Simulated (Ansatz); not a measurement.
C2H4OSi, SMILES `C=C[Si]O` (excited triplet; C–C–Si–O torsion 1°, C–Si–O–H torsion -101°) (charge 0, multiplicity 3). This triplet is an excited state, 1.73 eV above the relaxed singlet at the level B3LYP/cc-pVTZ // PBE0-D3(BJ)/def2-TZVP (Ansatz, an electronic-structure program).

Calculation: Ansatz with PBE0/cc-pVTZ // PBE0-D3(BJ)/def2-TZVP.

Ansatz 0.2 input:
```yaml
crystal:
  periodic: [false, false, false]
  atoms:
    - { symbol: C, position_ang: [-1.241237, 0.358722, 0.041605] }
    - { symbol: C, position_ang: [-0.525812, -0.649446, -0.495775] }
    - { symbol: Si, position_ang: [1.256367, -0.898698, -0.249439] }
    - { symbol: O, position_ang: [2.057097, 0.169015, 0.724373] }
    - { symbol: H, position_ang: [-0.787685, 1.11253, 0.675273] }
    - { symbol: H, position_ang: [-2.307573, 0.445684, -0.138995] }
    - { symbol: H, position_ang: [-1.021279, -1.39182, -1.117311] }
    - { symbol: H, position_ang: [2.570121, 0.854011, 0.290338] }
basis:
  gaussian: { orbitals: cc-pVTZ }
hamiltonian:
  xc: pbe0
magnetization:
  spin_polarized: true
  initial_magnetization: 2
```

Output:

```
Functional definition: PBE0
1037 factors; their error is unknown
mean field evaluation 1: about -12040.1658 eV, gradient 5.6e1 eV
mean field evaluation 2: about -11988.4355 eV, gradient 1.1e2 eV
mean field evaluation 4: about -12054.0637 eV, gradient 1.5e1 eV
mean field evaluation 8: about -12055.2838 eV, gradient 3.1e-1 eV
mean field evaluation 16: about -12055.3109 eV, gradient 1.3e-3 eV
mean field -12055.31089000 eV, -443.0245038242 hartree, gradient 2.8e-5 eV, S^2 2.020108; 0 other end points of the search recorded, 0 dependent functions left out
reference -12055.31091752 eV, -443.0245048357 hartree; 20, 18 occupied and 160, 162 virtual orbitals, 1037 factors
Total energy: -12055.31091752 eV, -443.0245048357 hartree
```
